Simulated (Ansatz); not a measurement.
The molecule SiP, multiplicity 2 (the spin of the measured ground state). The T1 diagnostic near the minimum is 0.072, so single-reference values are doubtful.

D_e counts from the fitted minimum to each atom's lowest state at the same level, without counterpoise.

Run with Ansatz (Gaussian orbitals). Each number belongs to the level named beside it.

PBE/def2-TZVPP gives 91.60 kcal/mol for the bond energy D_e.

Problem. Predict the shift from PBE, with its sign, for: r2SCAN/def2-TZVPP, PBE0/def2-TZVPP, wB97M-V/def2-TZVPP.

Solution. r2SCAN/def2-TZVPP -5.46; PBE0/def2-TZVPP -6.51; wB97M-V/def2-TZVPP -1.51 kcal/mol. 0 of 3 lie above PBE; the widest gap is to PBE0/def2-TZVPP.

Ansatz is a quantum-chemistry and plane-wave program.
